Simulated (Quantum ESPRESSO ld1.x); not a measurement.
Results of a calculation; reference values are marked as such.
Problem. The mean radii <r> (bohr) of the occupied orbitals of an atom or ion are listed with their occupations. Level of theory: Dirac Kohn-Sham, relativistic LDA (MacDonald-Vosko exchange, VWN5 correlation), spin-unpolarised, spherical densities, point nucleus (ld1.x of Quantum ESPRESSO 7.5).

orbital  occ.     <r>
1s1/2       2  0.2007
2s1/2       2   1.091
2p1/2       1   1.107
2p3/2       2   1.109

Name the element and its charge. Open shells, if any, are shared by 2j + 1.

Solution. Z = 8, oxygen, charge +1: O+ in [He] 2s2 2p3. The 1s radius gives Z: for a bare nucleus <r> = (2 gamma + 1)/(2Z) with gamma = sqrt(1 - (Z/c)^2), 0.1873 bohr for Z = 8, and screening makes it slightly larger (0.2007 here). The occupations add up to 7, and the charge is Z minus that.
